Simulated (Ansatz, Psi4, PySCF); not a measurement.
P (SMILES [P+]), charge +1, triplet. Base run: WB97M-V/cc-pVTZ (PySCF).

Here is a job for PySCF.
```python
from pyscf import gto, scf, dft

mol = gto.M(
    atom='''
P     0.000000    0.000000    0.000000
''',
    basis='cc-pvtz',
    charge=1,
    spin=2,
    verbose=4,
)

mf = dft.UKS(mol)
mf.xc = 'wb97m_v'
mf.kernel()
```

The same geometry, method and basis name were run in Ansatz (a quantum-chemistry and plane-wave program) and Psi4 and PySCF, at each program's defaults and at the settings that a row names. The base is PySCF at its defaults. Differences at the defaults can come from grids, fitting, cores and function types together.

```
code and settings                                                                             ΔE vs base (µEh)  basis functions      E (Eh)  SCF cycles
--------------------------------------------------------------------------------------------  ----------------  ---------------  ----------  ----------
PySCF, defaults (exact integrals, its default grid, spherical functions)                                   0.0               34  -340.87064           7
Psi4, defaults (density fitting with its default set, its default grid, spherical functions)              16.2               34  -340.87063           8
Ansatz, defaults (factorised integrals, its default grid, spherical functions)                             6.2               34  -340.87064           -
PySCF, density fitting with def2-universal-jkfit                                                         -11.3               34  -340.87065           7
PySCF, fine grid                                                                                           0.1               34  -340.87064           7
Psi4, exact integrals, spherical functions, fine grid                                                      0.3               34  -340.87064          10
Ansatz, high accuracy                                                                                      0.1               34  -340.87064           -
```

Open shells are given as the SCF converged; they aren't shown to be the lowest states, and a large step between rows can be another state.
